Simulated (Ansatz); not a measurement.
Relaxation of a periodic cell of 17 atoms, FeSi16 (host Si, host structure diamond, interstitial Fe), to a largest force component of 0.03 eV/Å in at most 60 steps.

All numbers below come from DFT PBEsol, scalar-relativistic, plane waves, PAW in Ansatz 0.2.0. Settings: PAW set soft_1, cutoff 420 eV, k mesh 2x2x2, gaussian smearing 0.05 eV, spin collinear.

```xyz
17
Lattice="0.0000 5.4300 5.4300 5.4300 0.0000 5.4300 5.4300 5.4300 0.0000" Properties=species:S:1:pos:R:3
Si 0.000 0.000 0.000
Si 1.357 1.357 1.357
Si 2.715 2.715 0.000
Si 4.072 4.072 1.357
Si 2.715 0.000 2.715
Si 4.072 1.357 4.072
Si 5.430 2.715 2.715
Si 6.787 4.072 4.072
Si 0.000 2.715 2.715
Si 1.357 4.072 4.072
Si 2.715 5.430 2.715
Si 4.072 6.787 4.072
Si 2.715 2.715 5.430
Si 4.072 4.072 6.787
Si 5.430 5.430 5.430
Si 6.787 6.787 6.787
Fe 8.180 8.080 8.189
```

Task: Where does it end, and by what steps?

Result: It converged. Limits of this set-up: coarse k mesh, PAW files made for another functional, a small cell, in which the defect meets its images. After 7 steps the energy has fallen by 0.061 eV; Si12 moved furthest, 0.17 Å.

| step | energy less start (eV) | largest force component (eV/Å) | accepted |
| --- | --- | --- | --- |
| 0 | 0.0000 | 0.436 | yes |
| 1 | -0.0246 | 0.216 | yes |
| 2 | -0.0332 | 0.083 | yes |
| 3 | -0.0378 | 0.187 | yes |
| 4 | -0.0457 | 0.090 | yes |
| 5 | -0.0553 | 0.066 | yes |
| 6 | -0.0447 | 0.154 | no |
| 7 | -0.0606 | 0.018 | yes |

```xyz
17
Lattice="0.0000 5.4300 5.4300 5.4300 0.0000 5.4300 5.4300 5.4300 0.0000" Properties=species:S:1:pos:R:3
Si -0.023 0.020 -0.022
Si 1.320 1.381 1.320
Si 2.752 2.675 -0.030
Si 4.044 4.109 1.320
Si 2.690 0.037 2.690
Si 4.057 1.368 4.059
Si 5.386 2.738 2.692
Si 6.788 4.068 4.023
Si -0.030 2.675 2.752
Si 1.319 4.110 4.046
Si 2.753 5.461 2.755
Si 4.170 6.691 4.170
Si 2.691 2.739 5.389
Si 4.024 4.069 6.788
Si 5.527 5.335 5.526
Si 6.788 6.840 6.790
Fe 8.223 8.065 8.222
```

Time of the run: 84 s on 2 threads of Arm Neoverse V1, with other jobs on the host, peak memory 0.75 GiB.
